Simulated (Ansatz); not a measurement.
Saddle point of SiNH5F2, singlet (SiH₂F₂ ([F][SiH2][F]) + NH₃ → SiNH₃F₂ ([NH2][SiH]([F])[F]) + H₂; bonds formed: Si1–N7, H2–H6; bonds broken: Si1–H2, H6–N7), PBE0-D4/def2-TZVP structure:

Si1  (-0.044, 0.507, 0.588)
H2  (-1.606, -0.024, -0.093)
F3  (-0.404, 1.960, 0.038)
F4  (1.480, 0.819, 1.049)
H5  (-0.538, -0.051, 1.858)
H6  (-0.860, -0.700, -0.592)
N7  (0.362, -0.727, -0.722)
H8  (0.593, -0.311, -1.618)
H9  (1.017, -1.472, -0.509)
(Å)

Energies are electronic, without zero-point energy. Barriers and step energies count from the start structure reached by relaxing down the imaginary mode; all methods use the PBE0-D4 structures, on which another method's saddle can fall below an end. Program: Ansatz 0.2.0. Basis: def2-TZVPP, with def2-QZVPP for the basis limit. Cores are frozen in the correlated methods. B3LYP uses VWN-RPA correlation. Extrapolation: Hartree–Fock as exp(−7.88 √X), correlation as X^−2.97.

| method | barrier (eV) | step energy (eV) |
| --- | --- | --- |
| SPW92 | 1.300 | -0.116 |
| PBE-D4 | ? | -0.252 |
| BLYP-D4 | 1.708 | -0.366 |
| r2SCAN-D4 | ? | -0.319 |
| B97M-V | 1.694 | -0.319 |
| PBE0-D4 | ? | -0.257 |
| B3LYP-D4 | 1.793 | -0.352 |
| r2SCAN0-D4 | 1.726 | -0.311 |
| BHLYP-D4 | 1.954 | -0.347 |
| CAM-B3LYP-D4 | 1.812 | -0.336 |
| wB97X-V | 1.823 | -0.296 |
| wB97M-V | 1.801 | -0.303 |
| B2PLYP | 1.854 | -0.356 |
| PBE-QIDH | 1.799 | -0.292 |
| RPA on PBE | 1.903 | -0.297 |
| HF | 2.323 | -0.448 |
| MP2 | 1.854 | -0.366 |
| CCSD | 1.960 | -0.326 |
| CCSD(T) | 1.890 | -0.321 |

(1) Fill in the withheld barriers. (Judge from chemistry; the value comes from the calculation.)

T1 diagnostic: at most 0.012.

## Answers

(1) Computed: PBE0-D4 1.677; r2SCAN-D4 1.632; PBE-D4 1.551 eV. Each is the energy of the saddle less that of the start structure, by the same method.

For comparison, the barrier by CCSD(T) at an estimated basis limit (MP2 extrapolated from triple and quadruple zeta, plus CCSD(T) − MP2 in triple zeta) is 1.864 eV.

Labels in which every atom is bracketed show which atoms are joined, not bond orders.

For scale, one of the runs: CCSD(T)/def2-TZVPP, 205 basis functions, launched by `ansatz run in.yaml --threads 4 --pin off --events-out ev --progress --plain --max-ram 9574MiB`. Hardware: 4 CPU threads of an AMD EPYC 9R45, shared host. Wall time 19 s; peak host memory 2.8 GiB.
